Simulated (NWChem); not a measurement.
Program: NWChem. System: CH₄Si, charge 0, spin multiplicity 3, at the geometry of a parent with another charge or spin, in a state set for the comparison that need not be this species' ground state. Its SCF solution wasn't tested for a lower state. Level: UTPSS/def2-TZVP.

Output (cleaned and shortened):

```
             Northwest Computational Chemistry Package (NWChem) 7.3.0
             --------------------------------------------------------

                                NWChem Input Module
                                -------------------

 Scaling coordinates for geometry "geometry" by  1.889725989
 (inverse scale =  0.529177249)

 Turning off AUTOSYM since
 SYMMETRY directive was detected!

                             Geometry "geometry" -> ""
                             -------------------------

 Output coordinates in angstroms (scale by  1.889725989 to convert to a.u.)

  No.       Tag          Charge          X              Y              Z
 ---- ---------------- ---------- -------------- -------------- --------------
    1 C                    6.0000     0.00000000     0.00000000    -1.15693300
    2 Si                  14.0000     0.00000000     0.00000000     0.55068200
    3 H                    1.0000     0.92661800     0.00000000    -1.73786900
    4 H                    1.0000    -0.92661800     0.00000000    -1.73786900
    5 H                    1.0000    -1.24962300     0.00000000     1.35389500
    6 H                    1.0000     1.24962300     0.00000000     1.35389500

 Effective nuclear repulsion energy (a.u.)      51.1946243680

            Nuclear Dipole moment (a.u.)
            ----------------------------
        X                 Y               Z
 ---------------- ---------------- ----------------
     0.0000000000     0.0000000000     0.0000037795

      Symmetry information
      --------------------

 Group name             C2v
 Group number             16
 Group order               4
 No. of unique centers     4

      Symmetry unique atoms

     1    2    3    5


 Summary of "ao basis" -> "" (spherical)
 ------------------------------------------------------------------------------
       Tag                 Description            Shells   Functions and Types
 ---------------- ------------------------------  ------  ---------------------
 *                         def2-tzvp                  on all atoms

                                 NWChem DFT Module
                                 -----------------

 Summary of "ao basis" -> "ao basis" (spherical)
 ------------------------------------------------------------------------------
       Tag                 Description            Shells   Functions and Types
 ---------------- ------------------------------  ------  ---------------------
[...]
    44      0.113825  2 Si py                58      0.069045  2 Si d -1
    53      0.060726  2 Si d -1              41     -0.050732  2 Si py

 Vector   14  Occ=0.000000D+00  E= 2.272705D-02  Symmetry=a1
              MO Center= -2.6D-14,  3.4D-13, -9.5D-02, r^2= 6.6D+00
   Bfn.  Coefficient  Atom+Function         Bfn.  Coefficient  Atom+Function
  ----- ------------  ---------------      ----- ------------  ---------------
     5      3.199331  1 C  s                 36     -2.114269  2 Si s
    51      1.619486  2 Si pz                71     -0.866162  3 H  s
    77     -0.866162  4 H  s                 14      0.515825  1 C  pz
    48      0.351133  2 Si pz                 4      0.342379  1 C  s
     3      0.187407  1 C  s                 11      0.180956  1 C  pz

   alpha - beta orbital overlaps
   -----------------------------

   alpha      1      2      3      4      5      6      7      8      9     10
    beta      1      2      3      6      4      5      7      8      9     10
 overlap   1.000  1.000  1.000  1.000  1.000  1.000  0.998  0.997  1.000  0.999

   alpha     11     12     13     14     15     16     17     18     19     20
    beta     11     12     13     14     15     16     17     18     19     23
 overlap   1.000  0.987  0.981  0.727  0.728  0.999  0.999  0.996  0.983  1.000

   alpha     21     22     23     24     25     26     27     28     29     30
    beta     22     20     21     24     25     26     28     27     29     30
 overlap   0.995  0.999  0.986  0.985  0.880  0.890  0.995  1.000  0.997  0.997

   alpha     31     32     33     34     35     36     37     38     39     40
    beta     31     32     33     35     34     36     37     38     39     40
 overlap   0.957  0.955  0.996  1.000  0.997  0.999  0.997  0.997  1.000  1.000

   alpha     41     42     43     44     45     46     47     48     49     50
    beta     41     42     43     44     45     46     47     48     49     50
 overlap   0.998  0.996  0.996  0.998  1.000  0.996  0.994  0.991  0.993  0.999

   alpha     51     52     53     54     55     56     57     58     59     60
    beta     51     52     53     54     55     56     58     57     59     60
 overlap   0.995  0.995  0.997  0.999  0.998  1.000  0.995  1.000  0.996  0.999

   alpha     61     62     63     64     65     66     67     68     69     70
    beta     61     62     63     64     65     66     67     68     69     71
 overlap   0.999  1.000  0.999  0.999  0.999  0.998  0.996  0.995  0.997  0.992

   alpha     71     72     73     74     75     76     77     78     79     80
    beta     70     72     73     74     75     77     76     78     79     80
 overlap   0.999  0.998  0.992  0.998  0.999  0.998  1.000  0.999  0.996  0.998

   alpha     81     82     83     84     85     86     87     88     89     90
    beta     81     82     83     84     85     86     87     88     89     90
 overlap   0.999  1.000  0.998  1.000  0.999  1.000  1.000  1.000  1.000  1.000

   alpha     91     92
    beta     91     92
 overlap   1.000  1.000

     --------------------------
     Expectation value of S2:
     --------------------------
      <S2> =      2.0112 (Exact =     2.0000)

 center of mass
 --------------
 x =   0.00000000 y =   0.00000000 z =   0.03217252

 moments of inertia (a.u.)
 ------------------
         122.543171758516           0.000000000000           0.000000000000
           0.000000000000         139.963655224947           0.000000000000
           0.000000000000           0.000000000000          17.420483466431

     Multipole analysis of the density
     ---------------------------------

     L   x y z        total         alpha         beta         nuclear
     -   - - -        -----         -----         ----         -------
     0   0 0 0     -0.000000    -13.000000    -11.000000     24.000000

     1   1 0 0      0.000000      0.000000      0.000000      0.000000
     1   0 1 0     -0.000000     -0.000000     -0.000000      0.000000
     1   0 0 1     -0.620915      0.074833     -0.695751      0.000004

     2   2 0 0    -15.414104    -17.361317    -15.338013     17.285227
     2   1 1 0     -0.000000     -0.000000     -0.000000      0.000000
     2   1 0 1     -0.000000      0.000000     -0.000000      0.000000
     2   0 2 0    -17.587176    -12.860338     -4.726839      0.000000
     2   0 1 1      0.000000      0.000000      0.000000      0.000000
     2   0 0 2    -15.912245    -51.427397    -42.987246     78.502399

 Task  times  cpu:        4.7s     wall:        4.7s

 Total times  cpu:        4.7s     wall:        4.7s
```

Task: Write an NWChem input that would produce this output.

Result: This is not unique; one that fits is 
```
start mol
memory heap 200 mb stack 900 mb global 1100 mb
geometry units angstroms nocenter noautoz
  C      0.000000     0.000000    -1.156933
  Si     0.000000     0.000000     0.550682
  H      0.926618     0.000000    -1.737869
  H     -0.926618     0.000000    -1.737869
  H     -1.249623     0.000000     1.353895
  H      1.249623     0.000000     1.353895
  symmetry group C2v
end
basis spherical
  * library def2-tzvp
end
dft
  xc xtpss03 ctpss03
  odft
  mult 3
  semidirect memsize 60000000 filesize 0
  iterations 100
  grid fine
end
task dft energy
```
